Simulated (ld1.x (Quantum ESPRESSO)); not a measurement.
Logarithmic derivatives: iodine (I), TM

I, norm-conserving Troullier–Martins (Kleinman–Bylander form), made with ld1.x (Quantum ESPRESSO) 7.5 (PBE, scalar-relativistic). Core [Kr] 4d10, reference 5s2 5p5. Waves: 5p (bound): rc 1.80 bohr; 5s (bound): rc 1.75 bohr. Local part: the s channel. Core correction: none.

The phase is arctan(r·u′/u) with u = r·R(r), unwrapped; energies in Ry, scanned from -3 to 5 Ry. A pole is an energy at which the radial function vanishes at the test radius. The pseudo phase is shifted by a multiple of π to meet the all-electron one at the reference energy, and phase errors are pseudo minus all-electron; the curves can meet again beyond the range given. Levels narrower than the energy grid can be missing from the lists of poles.

For each channel, where are the poles, and over which energies does the pseudopotential scatter like the atom?

| channel | radius (bohr) | reference energy (Ry) | poles, all-electron | poles, pseudo | unbroken range about the reference energy with phases within 0.05 rad | phase error 1 Ry above the reference energy (rad) |
| --- | --- | --- | --- | --- | --- | --- |
| s | 1.96 | -1.28 | 2.27 | 2.05 | below 4.5 | -0.003 |
| p | 1.96 | -0.52 | 4.30 | 3.91 | the whole range | -0.008 |

Phases in the s channel:

```csv
E (Ry),all-electron,pseudo
-3.00,0.971,0.966
-2.52,0.777,0.771
-2.04,0.406,0.402
-1.56,-0.221,-0.222
-1.08,-0.796,-0.796
-0.60,-1.113,-1.115
-0.12,-1.283,-1.287
0.36,-1.385,-1.390
0.84,-1.453,-1.460
1.32,-1.502,-1.512
1.80,-1.540,-1.552
2.28,-1.571,-1.586
2.76,-1.598,-1.617
3.24,-1.623,-1.647
3.72,-1.646,-1.677
4.20,-1.668,-1.710
4.68,-1.691,-1.748
```
